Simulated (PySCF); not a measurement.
ClTl, charge -1, doublet, at a GFN2-xTB geometry (such geometries of metal compounds can be far from the true shape) (a state made from the parent by changing its charge; the spin is typed, not shown lowest) (core potentials on Tl) (in this run its highest filled SCF level lies above zero, so its values depend strongly on the basis, on diffuse functions most of all). Base run: DF-CAMB3LYP/def2-TZVP run with PySCF.

The PySCF input:
```python
from pyscf import gto, scf, dft

mol = gto.M(
    atom='''
Tl   -0.00000000   -0.00000000   -0.47641043
Cl    0.00000000    0.00000000    2.26995558
''',
    basis='def2-tzvp',
    ecp={'Tl': 'def2-tzvp'},
    charge=-1,
    spin=1,
    verbose=5,
)

mf = dft.UKS(mol)
mf.xc = 'camb3lyp'
mf = mf.density_fit(auxbasis='def2-universal-jkfit')
mf.kernel()
```

The base run was repeated with changes; each row names its change, and settings that it needs were set with it.

```json
[
 {"change": "base", "basis functions": "87", "E (Eh)": "-632.79914", "HOMO (eV)": "0.34", "core-seconds (rough)": "7"},
 {"change": "basis = LANL2DZ", "basis functions": "26", "E (Eh)": "-66.52426", "HOMO (eV)": "0.94", "core-seconds (rough)": "3"},
 {"change": "basis = def2-SV(P)", "basis functions": "44", "E (Eh)": "-632.62053", "HOMO (eV)": "0.68", "core-seconds (rough)": "4"},
 {"change": "basis = def2-SVP", "basis functions": "44", "E (Eh)": "-632.62053", "HOMO (eV)": "0.68", "core-seconds (rough)": "4"},
 {"change": "basis = def2-SVPD", "basis functions": "59", "E (Eh)": "-632.64835", "HOMO (eV)": "0.30", "core-seconds (rough)": "5"},
 {"change": "basis = def2-TZVPP", "basis functions": "92", "E (Eh)": "-632.79915", "HOMO (eV)": "0.34", "core-seconds (rough)": "6"},
 {"change": "basis = def2-TZVPD", "basis functions": "102", "E (Eh)": "-632.80453", "HOMO (eV)": "0.19", "core-seconds (rough)": "9"},
 {"change": "basis = def2-QZVPP", "basis functions": "152", "E (Eh)": "-632.81882", "HOMO (eV)": "0.19", "core-seconds (rough)": "20"},
 {"change": "basis = def2-QZVP", "basis functions": "152", "E (Eh)": "-632.81882", "HOMO (eV)": "0.19", "core-seconds (rough)": "10"}
]
```

Totals compare only among sets that treat the same electrons; sets with core potentials leave the core out.

Open shells are given as the SCF converged; they aren't shown to be the lowest states, and a large step between rows can be another state.
